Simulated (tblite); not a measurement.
F₄Sn, charge -1, doublet, geometry from GFN2-xTB (such geometries of metal compounds can be far from the true shape) (a state made from the parent by changing its charge; the spin is typed, not shown lowest); GFN1-xTB in tblite 0.6.0.

tblite was given this input:
```
$ tblite run mol.xyz --method gfn1 --charge -1 --spin 1 --spin-polarized --json tblite.json --no-restart

# file mol.xyz
5

F     -1.14349714    -1.78303274    -0.87539354
Sn     0.00000000     0.00000000     0.00000000
F     -1.36890091     1.83770533     0.04532888
F      0.67888066    -0.49971285     2.13131729
F      1.83351739     0.44504026    -1.30125264
```

Q: What does tblite print? Leave out banner, timings and long lists.

A: 
```
xTB calculator
 | screened Coulomb repulsion
 | Coulomb electrostatics
 |  * isotropic Klopman-Ohno-Mataga-Nishimoto electrostatics
 |  * onsite third-order electrostatics
 | DFT-D3(BJ) dispersion correction
 | Interactions (1)
 | [1] spin polarization

halogen bonding energy    0.0000000000000E+00 Eh
repulsion energy          2.0844749760061E-04 Eh
dispersion energy        -8.8586922310019E-04 Eh
interaction energy        0.0000000000000E+00 Eh
number of electrons       3.3000000000000E+01 e
integral cutoff           2.8182813135037E+01 bohr

------------------------------------------------------------
  cycle        total energy    energy error   density error
------------------------------------------------------------
      1     -23.32240159846  -2.3321724E+01   4.5099481E-01
      2     -23.39820508040  -7.5803482E-02   2.0836023E-01
      3     -23.40218166518  -3.9765848E-03   5.6612098E-02
      4     -23.40272438705  -5.4272188E-04   5.8430697E-03
      5     -23.40274975118  -2.5364127E-05   2.2450325E-03
      6     -23.40275072920  -9.7802134E-07   2.6412820E-04
      7     -23.40275078955  -6.0348817E-08   8.3947488E-06
------------------------------------------------------------

electronic energy        -2.3402073367823E+01 Eh
total energy             -2.3402750789549E+01 Eh

Post processing:
 | Mayer-Wiberg bond orders

[Info] JSON dump of results written to 'tblite.json'
```
